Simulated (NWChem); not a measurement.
# Total energies of sulfur difluoride (F2S)

```
S
F 1 1.6118
F 1 1.6118 2 99.21
```
Charge 0, spin multiplicity 1.

The numbers come from NWChem runs, not from measurements. Structure: optimised with PBE0/def2-SVP, a minimum by its harmonic frequencies.

Basis set: cc-pVTZ (94 functions).

```csv
method,total energy (Ha),relative cost
RHF,-596.43668,1
MP2,-597.11226,3
B2PLYP,-597.68890,4
PBE,-597.56780,under 3
B3LYP,-597.93466,under 3
TPSS,-597.95694,under 3
CCSD(T),-597.14871,70
```

Total energies of different functionals aren't comparable as a measure of quality: only differences taken within one method are. The cost column gives rough processor time relative to RHF; each entry includes its own SCF.

The correlated methods keep 7 core orbitals frozen. B3LYP has NWChem's definition, with VWN1-RPA local correlation. Coupled-cluster values serve here as a point of comparison, not as the truth.
